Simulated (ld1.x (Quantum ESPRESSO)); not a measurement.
## LDA (PZ) ultrasoft dataset for In (Z = 49), scalar-relativistic all-electron reference.

```
Element                 : In
Generator               : ld1.x (Quantum ESPRESSO) 7.5
Type                    : ultrasoft
Functional              : LDA (PZ)
Relativity              : scalar-relativistic
Frozen core             : [Kr] 4d10
Valence charge          : 3
Reference configuration : 5s2 5p1
Partial waves           : 5s (bound): rcut 1.80, rcutus 2.25 bohr; 5s channel at -0.15 Ry: rcut 1.80, rcutus 2.25 bohr; 5p (bound): rcut 2.65, rcutus 2.80 bohr; 5p channel at 2.95 Ry: rcut 2.65, rcutus 2.80 bohr; 5d channel at 0.45 Ry: rcut 1.85, rcutus 2.45 bohr
Local potential         : all-electron potential smoothed inside 1.70 bohr (lloc = -1)
Core correction         : a·sin(br)/r model core inside 1.35 bohr
Augmentation charge     : PSQ, inside the norm-conserving radii
```

All-electron outer shells of the reference configuration (LDA (PZ), scalar-relativistic, ld1.x):

```
shell  level (eV)  outermost node (bohr)  outermost maximum (bohr)
   4p      -78.05                   0.42                      0.82
   4d      -18.71                   0.40                      0.94
   5s       -8.49                   1.02                      2.13
   5p       -2.70                   1.14                      2.85
```

**Question.** Does the generator finish with these settings?

**Answer.** Yes, a potential is produced and its reference levels are reproduced.

**Question.** Estimate the cutoffs (Ry, on a coarse ladder) from which the occupation-weighted sum of valence levels, in a spherical-Bessel basis at the reference potential, stays within 10 and 1 mRy of its value at 400 Ry.

**Answer.** 6 Ry and 8 Ry.

**Question.** What does a ghost test show?

**Answer.** Ghost state, extra bound levels that the all-electron valence spectrum of the same l lacks: s at -14.0 eV. A true bound ghost makes a file unfit for plane-wave use. The logarithmic derivative shows an extra or strongly shifted pseudo pole above the reference energy (d near 1.45 Ry).

**Question.** Is the overlap operator S = 1 + Σ q|β⟩⟨β| positive definite (Bessel basis up to 400 Ry)?

**Answer.** Yes: its lowest eigenvalue is 0.32 (s channel).

**Question.** Which valence shell sets the plane-wave cutoff?

**Answer.** 5s: its level needs 8 Ry to come within 1 mRy, against 6 Ry for 5p.

**Question.** Tests: 5s2 5p0; 5s1 5p0; 5s2 5p0.5; 5s0 5p3; 5s1 5p1; 5s1 5p2; 5s2 5p1.3. Which has the largest error in its energy relative to the reference configuration, and how large is it?

**Answer.** 5s1 5p0, with -247 meV (all-electron minus pseudo) on +25.26 eV.
